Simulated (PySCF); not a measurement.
## ¹⁷O chemical shifts

Theory: geometry: GFN2-xTB, PBE0/pcSseg-1 with gauge-including orbitals, in PySCF (one conformer, in vacuum, non-relativistic, averaged over atoms made equivalent by symmetry, fast rotation or ring inversion).

Shieldings were converted by a linear fit to measured shifts: ¹⁷O (scatter 10.7 ppm rms, 12.2 ppm with the 3 outliers that the fit left out vs liquid water, solution or neat liquid). A few per cent of atoms miss by over 2 rms, more outside the fitted compound classes.

Task: Give the ¹⁷O shifts of `O=S(=O)(O)C(F)(F)F`, `COC[C@H](F)OCF`, `CO[C@@H](F)[C@H](F)OC`, `CO[C@@H](F)[C@H](F)OC`, `CCOC(F)(F)OC`.

Result: 
```csv
compound,environment,δ (ppm)
[O:1]=[S:2](=[O:3])([OH:4])[C:5]([F:6])([F:7])[F:8],O1/3: S=O oxygen (×2),154.9
[O:1]=[S:2](=[O:3])([OH:4])[C:5]([F:6])([F:7])[F:8],"O4: oxygen bonded to S, H",130.8
[CH3:1][O:2][CH2:3][C@H:4]([F:5])[O:6][CH2:7][F:8],O6: ether oxygen,85.4
[CH3:1][O:2][CH2:3][C@H:4]([F:5])[O:6][CH2:7][F:8],O2: ether oxygen,-23.8
CO[C@@H](F)[C@H](F)OC,ether oxygen (×2),27.9
CO[C@@H](F)[C@H](F)OC,ether oxygen (×2),27.9
[CH3:1][CH2:2][O:3][C:4]([F:5])([F:6])[O:7][CH3:8],O3: ether oxygen,69.0
[CH3:1][CH2:2][O:3][C:4]([F:5])([F:6])[O:7][CH3:8],O7: ether oxygen,43.4
```
